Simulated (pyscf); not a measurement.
Structures and frequencies: ωB97X-D3(BJ)/def2-SVP in PySCF.

SMILES: [GeH3][GeH]([GeH3])[OH]
```xyz
12

O     -1.5896     1.4673     0.1679
Ge    -1.4238    -0.1958    -0.4940
Ge    -0.5802    -1.6455     1.2357
Ge     0.1122     0.0443    -2.3202
H     -2.1745     1.5054     0.9333
H     -2.8061    -0.6959    -0.9720
H      0.8467    -1.2268     1.6236
H     -0.5512    -3.1061     0.7543
H     -1.4682    -1.5629     2.4900
H      1.4576     0.5617    -1.7910
H     -0.4309     1.0202    -3.3730
H      0.3372    -1.3274    -2.9790
```
Charge 0, spin multiplicity 1.

Task: How much does it cost (ΔH, 298 K, ωB97M-D3(BJ)/def2-TZVP) to split HO–GeH(GeH₃)–GeH₃ (SMILES [OH][GeH]([GeH3])[GeH3]) at its Ge–Ge bond into HO–GeH•–GeH₃ + GeH₃•?

Result: Ge–Ge to HO–GeH•–GeH₃ + GeH₃•: 2.76 eV. The 7 functionals that were run give +2.58 (M06-2X) to +3.14 eV (ωB97X-D3(BJ)). Other isomers of HO–GeH•–GeH₃ were not searched in full and may lie lower. Elements up to Kr have no core potential and no relativistic terms here.
